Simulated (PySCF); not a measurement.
Several structures and their simulated spectra, in scrambled order.

A. SMILES C1(NC=O)=CCC=C1
B. `C(/COC)=C\Cl`
C. `InChI=1S/C5H12Si3/c1-8-4-7-5(8)2-3-6/h5,8H,4,7H2,1,6H3/t5-,8-/m1/s1`
D. SMILES C=C=C(C#C[SiH2]C)C1CC1

Spectrum 1. ¹H NMR (300 MHz, computed): δ 8.22 (d, 1H), 8.21 (d, 1H), 6.77 (m, 1H), 6.40 (br, 1H), 5.60 (t, 1H), 3.08 (m, 2H). ¹³C{¹H} NMR (computed): δ 158.1 (CH), 149.4 (C), 143.7 (CH), 138.6 (CH), 113.8 (CH), 41.6 (CH2).

Spectrum 2. ¹H NMR (300 MHz, computed): δ 5.33 (s, 2H), 4.59 (q, 2H), 1.10 (m, 1H), 0.88 (m, 2H), 0.37 (m, 2H), 0.30 (t, 3H). ¹³C{¹H} NMR (computed): δ 228.7 (C), 110.0 (C), 101.6 (C), 101.4 (C), 85.5 (CH2), 13.3 (CH2), 13.2 (CH), -4.6 (CH3).

Spectrum 3. ¹H NMR (300 MHz, computed): δ 6.36 (d, 1H), 5.96 (m, 1H), 4.10 (d, 2H), 3.59 (s, 3H). ¹³C{¹H} NMR (computed): δ 136.6 (CH), 131.0 (CH), 76.1 (CH2), 61.4 (CH3).

Spectrum 4. ¹H NMR (300 MHz, computed): δ 5.17 (m, 1H), 5.02 (m, 1H), 4.85 (m, 1H), 4.25 (s, 3H), 2.09 (m, 1H), 0.83 (m, 1H), 0.40 (d, 3H), 0.35 (m, 1H). ¹³C{¹H} NMR (computed): δ 119.3 (C), 75.4 (C), 11.0 (CH), 0.1 (CH3), -3.7 (CH2).

Level of theory: σ from GIAO-PBE0/pcSseg-1, GFN2-xTB geometry, in PySCF 2.14.0 with density-fitted response routines (non-relativistic Hamiltonian, gas phase, single conformer, equivalent nuclei averaged).

δ = σ(ref) − σ, references computed at the same level: ¹H and ¹³C vs TMS. Where no couplings were computed, multiplicities follow the n + 1 count of equivalent neighbours, and m marks all less simple cases (inequivalent or close neighbours, rings, F or P nearby). Acid and N–H amide carbonyl carbons lie up to 10 ppm further downfield in solution (hydrogen bonding). Shifts are as computed. Against solution values, carbons near 30 ppm lie about +3 ppm off and those near 130 ppm about +5 ppm; carbons on Cl a further +6 ppm. Of 1309 compounds with measured shifts, 239 miss one by over three times the rms of a fit or turn the order of signals round; such compounds aren't used in these exercises. Carbons bonded to Cl come out too deshielded. OH and NH positions are gas-phase values without hydrogen bonding to other molecules.

Match each spectrum to its structure.

Results:

1–A, 2–D, 3–B, 4–C.

- Spectrum 1 (A): 6 ¹³C signals; δC 158.1 is an amide carbonyl carbon; δC 149.4 is an alkene carbon bearing nitrogen.
- Spectrum 2 (D): 8 ¹³C signals; δC 228.7 is a central carbon of an allene; δC 101.6 is an alkyne carbon.
- Spectrum 3 (B): 4 ¹³C signals; δC 136.6 is an alkene CH; δC 131.0 is an alkene CH.
- Spectrum 4 (C): 5 ¹³C signals; δC 75.4 is an alkyne carbon; δC 11.0 is a propargylic sp3 CH bonded to 2 Si.
